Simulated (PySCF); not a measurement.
SCF from a fresh guess for singlet IO3I, at the PBE0 minimum. PySCF input:

```python
from pyscf import gto, scf, dft
mol = gto.M(atom='''
I      0.000000    -0.988793     0.446848
O      0.000895    -2.105055    -0.956490
O      1.505145    -1.030824     1.420588
O     -1.506040    -1.031463     1.419175
I     -0.000000     1.516010    -0.685103''',
    basis={'I': 'def2-SVP', 'O': 'def2-SVP'},
    ecp={'I': 'def2-SVP'},
    charge=0, spin=0)
mf = dft.RKS(mol, xc='PBE0')
mf.grids.atom_grid = (50, 194)
aux = {'I': 'def2-universal-JKFIT', 'O': 'def2-universal-JKFIT'}
mf = mf.density_fit(auxbasis=aux)
mf.conv_tol = 1e-08
mf.diis_space = 10
mf.max_cycle = 60
mf.init_guess = 'huckel'
mf.verbose = 4
mf.kernel()
```

Excerpt of the output (cycles and frontier levels):

```
init E= -819.14889642097
  HOMO = -0.269650365833314  LUMO = -0.253309182062464  gap/eV = 0.44467
cycle= 1 E= -816.148302774395  delta_E=    3  |g|= 4.21  |ddm|= 6.69
  HOMO = -0.045754580493298  LUMO = 0.0142191303386916  gap/eV = 1.63197
cycle= 2 E= -812.683064125115  delta_E= 3.47  |g|= 5.58  |ddm|= 8.47
  HOMO = -0.289415238879178  LUMO = -0.131950951713982  gap/eV = 4.28482
cycle= 3 E= -820.214509888871  delta_E= -7.53  |g|= 0.754  |ddm|= 4.98
  HOMO = -0.291892438334329  LUMO = -0.22367706730741  gap/eV = 1.85623
cycle= 4 E= -820.229877875806  delta_E= -0.0154  |g|= 0.635  |ddm|= 1.83
  HOMO = -0.339927552084468  LUMO = -0.201069156990851  gap/eV = 3.77853
cycle= 5 E= -820.35554354708  delta_E= -0.126  |g|= 0.169  |ddm|= 1.24
  HOMO = -0.328494272775717  LUMO = -0.192607239414716  gap/eV = 3.69767
cycle= 6 E= -820.367341102741  delta_E= -0.0118  |g|= 0.0236  |ddm|= 0.335
  HOMO = -0.329952675495853  LUMO = -0.19196321468992  gap/eV = 3.75488
cycle= 7 E= -820.367511936447  delta_E= -0.000171  |g|= 0.0072  |ddm|= 0.0332
  HOMO = -0.330753647975129  LUMO = -0.19221632588857  gap/eV = 3.76979
cycle= 8 E= -820.367524744658  delta_E= -1.28e-05  |g|= 0.00274  |ddm|= 0.00809
  HOMO = -0.330710540527076  LUMO = -0.192137589951713  gap/eV = 3.77076
cycle= 9 E= -820.367525386894  delta_E= -6.42e-07  |g|= 0.0022  |ddm|= 0.0032
  HOMO = -0.330704802766121  LUMO = -0.192105756543178  gap/eV = 3.77147
cycle= 10 E= -820.367526370126  delta_E= -9.83e-07  |g|= 0.000648  |ddm|= 0.00189
  HOMO = -0.330767382514945  LUMO = -0.192142593020417  gap/eV = 3.77217
cycle= 11 E= -820.367526482653  delta_E= -1.13e-07  |g|= 3.38e-05  |ddm|= 0.000814
  HOMO = -0.330769204577237  LUMO = -0.192142606637102  gap/eV = 3.77222
cycle= 12 E= -820.367526483029  delta_E= -3.76e-10  |g|= 6.84e-06  |ddm|= 5.39e-05
  HOMO = -0.330768645705395  LUMO = -0.192142704733683  gap/eV = 3.77220
Extra cycle  E= -820.367526482999  delta_E= 3.02e-11  |g|= 1.32e-05  |ddm|= 1.92e-05
converged SCF energy = -820.367526482999
```

No lower solution of this spin was found by a stability analysis within the restricted form, which does not test spin polarisation.

The search for the lowest solution, with the stability check, took 12 s on 2 threads of a shared Arm Neoverse N1 host, with 94 basis functions; the process peaked at 0.36 GiB.
